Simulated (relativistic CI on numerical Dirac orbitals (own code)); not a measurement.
# Pb58+: computed level list

Calculated at this level of theory: Dirac-Coulomb-Breit CI, orbitals from a KLI potential per configuration, QED by a radiative potential, unscaled Slater integrals (own radial code, finite nucleus).

Configuration list (outside the closed core [Ne]): 3s2.3p6.3d6, 3s2.3p5.3d7, 3s2.3p4.3d8, 3s.3p6.3d7, 3p6.3d8, 3s.3p5.3d8, 3s2.3p6.3d5.4s, 3s2.3p6.3d5.4p, 3s2.3p4.3d7.4s, 3s2.3p6.3d5.4d, 3s2.3p4.3d7.4p, 3s2.3p5.3d6.4s, 3s2.3p6.3d5.4f, 3s2.3p4.3d7.4d, 3s.3p5.3d7.4s, 3s2.3p5.3d6.4p, 3s2.3p5.3d6.4d, 3s2.3p6.3d4.4s2, 3s.3p6.3d6.4s, 3p6.3d7.4s, 3p6.3d7.4p, 3s2.3p6.3d5.5s, 3p6.3d7.4d, 3s.3p6.3d5.4s2. Levels of other configurations are missing.

The lowest level is 3s2.3p6.3d6 3F_4, with 42 % of that term; Hund's rules for 3s2.3p6.3d6 give 5D with J = 4, of which the calculation keeps J, while another term leads.

```
No.  Configuration  Term  J   E (eV)    %  Next component (%)  Landé g
  1    3s2.3p6.3d6    3F  4    0.000   42               27 5D    1.220
  2    3s2.3p6.3d6    3P  2    9.300   38               22 3D    1.240
  3    3s2.3p6.3d6    3P  0   31.309   56               31 1S         
  4    3s2.3p6.3d6    5D  3  106.638   57               28 3F    1.317
  5    3s2.3p6.3d6    5D  4  107.530   46               23 3H    1.178
  6    3s2.3p6.3d6    5D  1  112.360   43               32 3P    1.242
  7    3s2.3p6.3d6    3H  6  116.469   65               35 1I    1.093
  8    3s2.3p6.3d6    3G  5  116.648   62               38 3H    1.122
  9    3s2.3p6.3d6    3F  2  124.935   46               25 3P    0.992
 10    3s2.3p6.3d6    3D  3  126.759   34               25 3G    1.064
 11    3s2.3p6.3d6    3P  0  136.939   60               34 1S         
 12    3s2.3p6.3d6    1G  4  143.062   47               24 3F    1.046
 13    3s2.3p6.3d6    3P  1  144.354   70               25 3D    1.241
 14    3s2.3p6.3d6    3D  2  144.648   28               25 1D    1.109
 15    3s2.3p6.3d6    3F  3  145.687   57               37 1F    1.051
 16    3s2.3p6.3d6    5D  2  219.082   66               22 3P    1.420
 17    3s2.3p6.3d6    5D  0  222.214   66               32 1S         
 18    3s2.3p6.3d6    3H  4  225.623   42               34 3F    1.097
 19    3s2.3p6.3d6    5D  3  229.357   34               19 3D    1.199
 20    3s2.3p6.3d6    3H  5  230.588   62               38 3G    1.082
 21    3s2.3p6.3d6    1I  6  234.102   65               35 3H    1.044
 22    3s2.3p6.3d6    3F  3  238.905   42               38 3G    0.974
 23    3s2.3p6.3d6    3D  1  240.978   51               39 3P    0.975
 24    3s2.3p6.3d6    1G  4  243.075   49               36 3G    1.036
 25    3s2.3p6.3d6    3F  2  244.957   35               32 3P    1.044
 26    3s2.3p6.3d6    3F  2  258.582   65               20 3P    0.886
 27    3s2.3p6.3d6    3F  4  264.422   62               33 1G    1.148
 28    3s2.3p6.3d6    1D  2  284.377   75               11 3P    1.027
 29    3s2.3p6.3d6    1S  0  305.466   79               20 3P         
 30    3s2.3p6.3d6    3P  1  338.991   58               42 5D    1.487
 31    3s2.3p6.3d6    1G  4  352.898   35               24 3F    1.024
 32    3s2.3p6.3d6    3P  2  360.090   29               26 1D    1.166
 33    3s2.3p6.3d6    3F  3  362.862   36               24 1F    1.058
 34    3s2.3p6.3d6    3P  0  466.238   62               23 1S         
 35    3s2.3p5.3d7   5G°  6  477.864   61              34 3H°    1.247
 36    3s2.3p5.3d7   3G°  5  490.326   46              36 5F°    1.219
 37    3s2.3p5.3d7   3P°  0  490.642   59              35 1S°         
 38    3s2.3p5.3d7   3D°  3  492.006   53              17 3F°    1.237
 39    3s2.3p5.3d7   3P°  2  507.796   34              29 1D°    1.247
 40    3s2.3p5.3d7   3F°  4  508.116   55              24 5D°    1.258
 41    3s2.3p5.3d7   3P°  2  522.971   35              23 3D°    1.217
 42    3s2.3p5.3d7   3F°  4  530.279   41              22 5D°    1.208
 43    3s2.3p5.3d7   3D°  3  530.777   49              14 1F°    1.206
 44    3s2.3p5.3d7   3D°  3  544.449   39              18 5P°    1.279
 45    3s2.3p5.3d7   1P°  1  545.623   28              26 3D°    1.182
 46    3s2.3p5.3d7   3P°  1  558.960   34              26 1P°    1.178
 47    3s2.3p5.3d7   5G°  5  592.496   62              15 5F°    1.233
 48    3s2.3p5.3d7   3H°  6  598.651   42              31 5G°    1.166
 49    3s2.3p5.3d7   5F°  4  603.685   30              20 5D°    1.240
 50    3s2.3p5.3d7   5D°  3  608.627   20              20 3F°    1.146
 51    3s2.3p5.3d7   3D°  2  608.650   40              21 5D°    1.276
 52    3s2.3p5.3d7   5D°  4  612.138   40              31 3G°    1.238
 53    3s2.3p5.3d7   3P°  1  612.941   57              20 5D°    1.534
 54    3s2.3p5.3d7   3I°  7  615.342  100                        1.128
 55    3s2.3p5.3d7   5S°  2  618.455   25              23 3F°    1.271
 56    3s2.3p5.3d7   3F°  4  622.618   31              16 5F°    1.165
 57    3s2.3p5.3d7   3H°  5  623.202   44              33 3G°    1.123
 58    3s2.3p5.3d7   5D°  3  626.009   24              21 3D°    1.344
 59    3s2.3p5.3d7   3D°  3  626.961   36              28 3F°    1.105
 60    3s2.3p5.3d7   3G°  5  628.792   46              34 1H°    1.097
 61    3s2.3p5.3d7   1G°  4  630.109   45              30 3G°    1.067
 62    3s2.3p5.3d7   3H°  6  633.188   63              32 1I°    1.102
 63    3s2.3p5.3d7   3F°  2  636.982   38              20 3D°    0.987
 64    3s2.3p5.3d7   3D°  1  638.444   52              17 1P°    0.741
 65    3s2.3p5.3d7   3D°  2  647.656   45              17 3F°    1.089
 66    3s2.3p5.3d7   3P°  0  648.653   51              47 5D°         
 67    3s2.3p5.3d7   3G°  3  651.884   28              21 3D°    1.098
 68    3s2.3p5.3d7   5D°  2  652.182   27              20 3P°    1.327
 69    3s2.3p5.3d7   3F°  3  656.215   34              20 3G°    1.156
 70    3s2.3p5.3d7   3G°  5  658.674   44              27 1H°    1.096
```

Energies count from the lowest computed level; ° marks odd parity.

The mean weight of the leading LS term, summed over parents, in these 70 levels is 47 %, and that of the leading jj configuration (from the same eigenvectors) 98 %, so jj coupling describes them better and the LS labels are nominal.

At this charge energies of transitions that change n are usually good to better than 1 %, and those within a shell (Δn = 0) to a few per cent.

LS names give the leading component of a level, which can be under half, so a name can repeat, a term be missing and a line seem to break the LS rules.
